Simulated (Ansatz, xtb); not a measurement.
Relative energy of two isomers of C3H4BBrN2

We compare I, `Bn1cncc1Br`, a singlet, with II, `Bn1ccnc1Br`, a singlet. Both are isolated molecules in the gas phase, relaxed with B3LYP/def2-SVP; the shapes shown needn't be the lowest conformers.

I (Å):

```csv
atom,x (Å),y (Å),z (Å)
C,-0.7109,-0.4182,-0.0233
C,-0.3457,1.5781,0.6577
C,-1.7045,1.4453,0.6196
B,-3.2188,-0.5316,-0.0488
Br,-3.0346,2.6877,1.0517
N,-1.9796,0.1423,0.1751
N,0.2583,0.3979,0.2507
H,-4.2510,0.0407,0.1525
H,-3.1586,-1.6669,-0.4376
H,-0.6108,-1.4455,-0.3753
H,0.2300,2.4530,0.9540
```

II (Å):

```yaml
atoms:
  - { symbol: C, position_ang: [-0.7896, -0.1678, -0.1773] }
  - { symbol: C, position_ang: [0.1309, 0.6612, 0.3857] }
  - { symbol: C, position_ang: [-1.7643, 1.4474, 0.9742] }
  - { symbol: B, position_ang: [-3.3144, -0.2443, -0.1810] }
  - { symbol: Br, position_ang: [-3.1074, 2.5110, 1.7463] }
  - { symbol: N, position_ang: [-2.0561, 0.3210, 0.1905] }
  - { symbol: N, position_ang: [-0.4998, 1.6701, 1.1053] }
  - { symbol: H, position_ang: [-4.3270, 0.2681, 0.1981] }
  - { symbol: H, position_ang: [-3.2929, -1.2279, -0.8708] }
  - { symbol: H, position_ang: [-0.6938, -1.0532, -0.7998] }
  - { symbol: H, position_ang: [1.2168, 0.6077, 0.3268] }
```

Quicker runs give these differences E(II) − E(I): GFN2-xTB −3.86 kJ/mol; HF/STO-3G −3.78 kJ/mol (at GFN2-xTB geometries); r2SCAN-D4/def2-SVP −1.68 kJ/mol (at GFN2-xTB geometries).

Estimate E(II) − E(I) at the level CCSD(T)/def2-SVP + ΔMP2/def2-TZVPP.

Too close to call at this level: CCSD(T)/def2-SVP + ΔMP2/def2-TZVPP gives E(II) − E(I) = +0.45 kJ/mol.

The same difference at several levels:

```json
{"level": "GFN2-xTB", "geometry": "GFN2-xTB", "E(II) − E(I) (kJ/mol)": "−3.86", "departure from the last row (kJ/mol)": "−4.31", "job, with rough time for the two": "optimisation, 0.12 s"}
{"level": "HF/STO-3G", "geometry": "GFN2-xTB", "E(II) − E(I) (kJ/mol)": "−3.78", "departure from the last row (kJ/mol)": "−4.24", "job, with rough time for the two": "single point, 0.7 s"}
{"level": "r2SCAN-D4/def2-SVP", "geometry": "GFN2-xTB", "E(II) − E(I) (kJ/mol)": "−1.68", "departure from the last row (kJ/mol)": "−2.13", "job, with rough time for the two": "single point, 7.2 s"}
{"level": "B3LYP/def2-SVP", "geometry": "B3LYP/def2-SVP", "E(II) − E(I) (kJ/mol)": "−1.46", "departure from the last row (kJ/mol)": "−1.91", "job, with rough time for the two": "optimisation, 54 s"}
{"level": "HF/def2-SVP", "geometry": "B3LYP/def2-SVP", "E(II) − E(I) (kJ/mol)": "+1.11", "departure from the last row (kJ/mol)": "+0.66", "job, with rough time for the two": "part of the CCSD(T) run"}
{"level": "MP2/def2-SVP", "geometry": "B3LYP/def2-SVP", "E(II) − E(I) (kJ/mol)": "−0.39", "departure from the last row (kJ/mol)": "−0.85", "job, with rough time for the two": "part of the CCSD(T) run"}
{"level": "CCSD(T)/def2-SVP", "geometry": "B3LYP/def2-SVP", "E(II) − E(I) (kJ/mol)": "+0.31", "departure from the last row (kJ/mol)": "−0.14", "job, with rough time for the two": "single point"}
{"level": "CCSD(T)/def2-SVP + ΔMP2/def2-TZVPP", "geometry": "B3LYP/def2-SVP", "E(II) − E(I) (kJ/mol)": "+0.45", "departure from the last row (kJ/mol)": "", "job, with rough time for the two": "single point, 2.5 min"}
```

As drawn, both hold the same kinds of bond in the same numbers.

The largest departure from CCSD(T)/def2-SVP + ΔMP2/def2-TZVPP is that of GFN2-xTB, 4.31 kJ/mol. The last row adds to CCSD(T) the change of the MP2 difference between the two basis sets, here +0.14 kJ/mol.

With thermal terms from frequencies at re-optimised GFN2-xTB minima (ideal gas, soft modes damped towards free rotors, one conformer each, 298.15 K, 1 atm): the zero-point term adds 0.00 kJ/mol; ΔH is +0.36 and ΔG +0.69 kJ/mol.

The correlated steps freeze 15 core orbitals; the filled d shell of Br is correlated, in a basis made for valence electrons. Codes used: Ansatz 0.2.0, xtb 6.7.1; the last row on 2 threads of Arm Neoverse V2 on a shared host.
